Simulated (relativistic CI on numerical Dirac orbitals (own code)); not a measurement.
Co+ in a cubic cluster: 2p photoemission with charge transfer

Computed with a charge-transfer multiplet model of a cubic metal-ligand cluster with up to 2 ligand holes, Slater and spin-orbit integrals from Dirac-Coulomb-Breit ions, Slater integrals scaled by 0.7. The ground state mixes d8 with configurations of k ligand holes L, whose averages lie at kΔ + k(k − 1)U_dd/2; a core hole lowers each added d electron by U_cd. 20 K, Lorentzian 0.6 eV and Gaussian 0.8 eV FWHM.

Atomic integrals in eV (Slater integrals scaled, ζ unscaled), ground: F2dd 7.249, F4dd 4.465, zeta_d 0.056; with the core hole: F2dd 8.635, F4dd 5.365, zeta_d 0.084, zeta_core 9.670, F2cd 5.102, G1cd 3.822, G3cd 2.172.

Cluster parameters (eV): U_dd = 6.6, U_cd = 7.9, 10Dq = 0.9, 10Dq(ligand) = 1, V(eg) = 1.3, V(t2g) = -0.61, final-state hopping factor = 0.9.

```
      Case   n_d    d8   d9L  d10L2     S
Δ = 3.1 eV  8.15  0.85  0.14   0.00  1.00
Δ = 4.1 eV  8.11  0.89  0.10   0.00  1.00
Δ = 5.1 eV  8.08  0.92  0.08   0.00  1.00
Δ = 6.1 eV  8.06  0.94  0.06   0.00  1.00
Δ = 8.1 eV  8.04  0.96  0.04   0.00  1.00
```

Weights, n_d and S are thermal averages at 20 K. Binding energies count from the first peak over 30 % of the highest in each spectrum, which can be another peak from case to case. The parameters are a model scan and need not match a compound or its usual spin state. Peaks in eV (height, largest 100):
- Δ = 3.1 eV: 0.0 (100), 2.2 (16), 4.2 (84), 5.9 (66), 14.8 (48), 18.7 (36), 21.0 (50)
- Δ = 4.1 eV: 0.0 (99), 4.1 (100), 14.9 (47), 19.0 (55), 20.5 (33)
- Δ = 5.1 eV: 0.0 (100), 3.6 (78), 14.9 (47), 18.8 (50)
- Δ = 6.1 eV: 0.0 (100), 3.0 (64), 14.9 (48), 18.4 (36)
- Δ = 8.1 eV: 0.0 (100), 3.3 (38), 5.0 (13), 15.1 (55), 18.6 (13)

For the case Δ = 6.1 eV, Δ = 6.1 eV is smaller than U_dd = 6.6 eV, the charge-transfer side of the Zaanen-Sawatzky-Allen scheme. With the core hole the configuration with one ligand hole lies at Δ − U_cd = -4.8, -3.8, -2.8, -1.8, 0.2 eV from the one without, in the order of the table; where this is negative the screened configuration lies lower, though the effective hopping of about 1.6 eV (from the holes of the mixed ground state) mixes the two strongly wherever it is as large as the gap.
